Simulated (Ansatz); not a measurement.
In4O10H8⁻, a hydroxylated oxide cluster. The state is a doublet with charge -1. Geometry PBE-D4/def2-SVP, that of the neutral singlet.

```xyz
22

In   -1.474    0.978   -0.475
In   -0.110   -1.954   -0.664
In    1.605    1.328   -1.257
In   -0.839   -0.725    2.215
O     1.874    1.110    0.787
O     0.945   -1.619    1.254
O     0.293   -3.825   -1.287
O    -0.103    2.638   -1.043
O    -3.247    1.619   -1.205
O     3.021    1.691   -2.649
O    -0.654    1.282    1.560
O     0.081   -0.125   -1.625
O    -1.766   -1.111    0.372
O    -1.047   -1.360    4.109
H     1.949    0.145    0.971
H     1.388   -2.374    1.689
H     0.344   -3.827   -2.263
H    -0.395    3.083   -1.862
H    -3.863    0.861   -1.193
H     2.674    1.360   -3.502
H     0.350    1.400    1.375
H    -1.027   -0.575    4.693
```

In the def2 sets In takes a core potential; there is no spin–orbit coupling. At PBE-D4/def2-SVP, PBE0-D4/def2-SVP the highest occupied level of the charge -1 doublet lies above zero (up to 0.34 eV). By energy differences its removal costs 1.58 eV (vertical, to the charge 0 singlet, at PBE-D4/def2-SVP); self-interaction error and the lack of diffuse functions both raise the level.

(1) Estimate the α-spin orbital energies around the gap (eV) in Ansatz with PBE-D4/def2-SVP, PBE0-D4/def2-SVP.

Answers

(1) 
```json
{"orbital": "HOMO−5", "PBE-D4/def2-SVP": "-3.01", "PBE0-D4/def2-SVP": "-4.65"}
{"orbital": "HOMO−4", "PBE-D4/def2-SVP": "-2.89", "PBE0-D4/def2-SVP": "-4.56"}
{"orbital": "HOMO−3", "PBE-D4/def2-SVP": "-2.77", "PBE0-D4/def2-SVP": "-4.47"}
{"orbital": "HOMO−2", "PBE-D4/def2-SVP": "-2.64", "PBE0-D4/def2-SVP": "-4.39"}
{"orbital": "HOMO−1", "PBE-D4/def2-SVP": "-2.56", "PBE0-D4/def2-SVP": "-4.20"}
{"orbital": "HOMO", "PBE-D4/def2-SVP": "0.34", "PBE0-D4/def2-SVP": "0.01"}
{"orbital": "LUMO", "PBE-D4/def2-SVP": "1.25", "PBE0-D4/def2-SVP": "1.87"}
{"orbital": "LUMO+1", "PBE-D4/def2-SVP": "1.61", "PBE0-D4/def2-SVP": "2.30"}
{"orbital": "LUMO+2", "PBE-D4/def2-SVP": "2.15", "PBE0-D4/def2-SVP": "2.90"}
{"orbital": "LUMO+3", "PBE-D4/def2-SVP": "2.81", "PBE0-D4/def2-SVP": "3.58"}
{"orbital": "LUMO+4", "PBE-D4/def2-SVP": "3.24", "PBE0-D4/def2-SVP": "3.94"}
{"orbital": "LUMO+5", "PBE-D4/def2-SVP": "3.28", "PBE0-D4/def2-SVP": "4.01"}
{"orbital": "β HOMO", "PBE-D4/def2-SVP": "-2.47", "PBE0-D4/def2-SVP": "-4.05"}
{"orbital": "β LUMO", "PBE-D4/def2-SVP": "0.50", "PBE0-D4/def2-SVP": "1.30"}
```
